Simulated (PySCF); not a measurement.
**C7H10N: g tensor and hyperfine couplings**

Compound: C7H10N (doublet state).
Geometry (GFN2-xTB, Å), atoms numbered from 1 in this order:
```xyz
18
C7H10N angstrom
C      2.9917   -0.1395   -0.2008
N      1.9128   -0.8576   -0.2320
C      0.6799   -0.4502   -0.3035
C     -0.4427   -1.3783   -0.6687
C     -1.7056   -0.7727   -0.0335
C     -1.3632    0.6780    0.2457
C     -0.8377    1.4753   -0.8994
C      0.1279    0.8541    0.0920
H      3.0326    0.9058   -0.4934
H      3.9092   -0.6310    0.0728
H     -0.5398   -1.4363   -1.7574
H     -0.2375   -2.3883   -0.3147
H     -2.5748   -0.8654   -0.6865
H     -1.9344   -1.2774    0.9066
H     -1.9108    1.1805    1.0299
H     -0.9473    2.5492   -0.8661
H     -0.8864    1.0599   -1.8939
H      0.7174    1.5003    0.7265
```

The hyperfine couplings belong to this conformer and change with its torsions.

As a line formula: `C=N[C]1CC[C@@H]2C[C@H]12` [radical].

Method used: PySCF 2.14.0, UKS B3LYP, pcH-1 on C H N, non-relativistic, mean-field spin-orbit, GIAO. One conformer (not necessarily the lowest) at the GFN2-xTB geometry, without solvent, vibrations or thermal averaging. Couplings are sensitive to structure, and on GFN2-xTB geometries they can be far from those on DFT ones. The frame is twisted about the N2–C3 bond at this geometry (dihedral C1–N2–C3–C8 = -23°); couplings at other torsion angles weren't computed. The SCF solution wasn't tested for stability.

- g1, g2, g3: 2.00219, 2.00243, 2.00250
- g_iso: 2.00237
- Form of g: rhombic: the two nearest values differ by 24 % of g3 − g1
- ⟨S²⟩: 0.7670 (exact 0.7500)
- HOMO–LUMO gap, α and β orbitals: 5.02, 4.71 eV
- Total energy: -327.44893 Eh

Hyperfine couplings atom by atom, in MHz; T1 to T3 are the principal values of the dipolar part:

```json
{"atom": "C1", "isotope": "13C", "a_iso": "62.2", "T1": "-49.7", "T2": "-47.5", "T3": "97.2", "Mulliken spin population": "0.62"}
{"atom": "N2", "isotope": "14N", "a_iso": "-0.3", "T1": "-14.8", "T2": "3.2", "T3": "11.7", "Mulliken spin population": "-0.11"}
{"atom": "C3", "isotope": "13C", "a_iso": "55.2", "T1": "-44.9", "T2": "-43.2", "T3": "88.1", "Mulliken spin population": "0.50"}
{"atom": "C4", "isotope": "13C", "a_iso": "-9.5", "T1": "-1.2", "T2": "0.0", "T3": "1.2", "Mulliken spin population": "-0.04"}
{"atom": "C5", "isotope": "13C", "a_iso": "3.2", "T1": "-1.3", "T2": "-0.3", "T3": "1.6", "Mulliken spin population": "0.01"}
{"atom": "C6", "isotope": "13C", "a_iso": "10.7", "T1": "-3.0", "T2": "-2.6", "T3": "5.6", "Mulliken spin population": "0.02"}
{"atom": "C7", "isotope": "13C", "a_iso": "33.7", "T1": "-5.3", "T2": "-5.2", "T3": "10.5", "Mulliken spin population": "0.05"}
{"atom": "C8", "isotope": "13C", "a_iso": "-19.6", "T1": "-2.4", "T2": "-0.7", "T3": "3.1", "Mulliken spin population": "-0.04"}
{"atom": "H9", "isotope": "1H", "a_iso": "-36.4", "T1": "-20.9", "T2": "-1.4", "T3": "22.2", "Mulliken spin population": "-0.02"}
{"atom": "H10", "isotope": "1H", "a_iso": "-39.0", "T1": "-23.5", "T2": "-1.4", "T3": "24.9", "Mulliken spin population": "-0.03"}
{"atom": "H11", "isotope": "1H", "a_iso": "62.1", "T1": "-3.2", "T2": "-2.5", "T3": "5.7", "Mulliken spin population": "0.02"}
{"atom": "H12", "isotope": "1H", "a_iso": "29.2", "T1": "-3.0", "T2": "-2.2", "T3": "5.2", "Mulliken spin population": "0.02"}
{"atom": "H13", "isotope": "1H", "a_iso": "-1.5", "T1": "-1.4", "T2": "-1.0", "T3": "2.4", "Mulliken spin population": "0.00"}
{"atom": "H14", "isotope": "1H", "a_iso": "-1.0", "T1": "-1.6", "T2": "-1.2", "T3": "2.8", "Mulliken spin population": "0.00"}
{"atom": "H15", "isotope": "1H", "a_iso": "-1.2", "T1": "-1.9", "T2": "-1.2", "T3": "3.1", "Mulliken spin population": "0.00"}
{"atom": "H16", "isotope": "1H", "a_iso": "8.4", "T1": "-3.1", "T2": "-0.8", "T3": "4.0", "Mulliken spin population": "0.01"}
{"atom": "H17", "isotope": "1H", "a_iso": "-3.5", "T1": "-3.7", "T2": "-0.6", "T3": "4.3", "Mulliken spin population": "0.00"}
{"atom": "H18", "isotope": "1H", "a_iso": "3.8", "T1": "-3.4", "T2": "-0.6", "T3": "4.1", "Mulliken spin population": "0.01"}
```

Largest spin populations (Mulliken): C1 (+0.62), C3 (+0.50) and N2 (-0.11). The positive populations add up to 1.25 and the negative ones to -0.25, together 2S = 1. The angles at C1 add up to 359.9°, so it is planar; its axial dipolar tensor and the negative couplings of its protons fit spin in a p orbital normal to that plane.

C3, the radical centre as drawn in `C=N[C]1CC[C@@H]2C[C@H]12`, holds a spin population of +0.50 out of 1.

Axes: g1 points within 6° of the C1–N2 bond.

Under fast tumbling the dipolar parts average out, and these isotropic splittings remain (the largest six): 1 × 1H (H11, I = 1/2, 2 lines) with 2.22 mT, 1 × 1H (H10, I = 1/2, 2 lines) with 1.39 mT, 1 × 1H (H9, I = 1/2, 2 lines) with 1.30 mT, 1 × 1H (H12, I = 1/2, 2 lines) with 1.04 mT, 1 × 1H (H16, I = 1/2, 2 lines) with 0.30 mT and 1 × 1H (H18, I = 1/2, 2 lines) with 0.14 mT.

The 13C coupling of C1 (62.2 MHz) shows only in satellite lines or after enrichment, since that isotope makes up about 1.07 % of natural carbon.

β density exceeds α density at some nuclei, such as C8 (-0.0174), H10 (-0.0087) and C4 (-0.0085), spin density in bohr⁻³. In a single determinant that takes different orbitals for the two spins, that is spin polarisation.
